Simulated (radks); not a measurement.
Task: Species: Ho19+. Configuration: [Kr] 4d10 4f2. All-electron calculation, Dirac Kohn-Sham, relativistic LDA (MacDonald-Vosko exchange, VWN5 correlation), spin-unpolarised, spherical densities, finite nucleus; open shells fill j = l - 1/2 first; Fermi nuclear charge, rms radius 5.2022 fm. Program: a radial shooting solver on a logarithmic mesh with Libxc functionals. Some entries of the table are withheld. Estimate them.

orbital,occ.,eigenvalue (eV),r(max) (bohr)
1s1/2,2,-55551.79,0.01318
2s1/2,2,-9712.199,0.07510
2p1/2,2,-9277.506,0.05642
2p3/2,4,-8430.912,0.06252
3s1/2,2,(1),0.2122
3p1/2,2,-2366.920,0.1995
3p3/2,4,-2189.578,0.2123
3d3/2,4,-1857.574,0.1677
3d5/2,6,-1818.682,0.1712
4s1/2,2,-876.4764,0.4780
4p1/2,2,-798.6452,0.4785
4p3/2,4,-754.3061,0.5034
4d3/2,4,-624.2082,0.4993
4d5/2,6,-615.4488,0.5068
4f5/2,2,-455.5677,(2)
4f7/2,0,-453.7242,(3)

Result: 
(1) 3s1/2 eigenvalue (eV): -2558.817
(2) 4f5/2 r(max) (bohr): 0.4551
(3) 4f7/2 r(max) (bohr): 0.4580
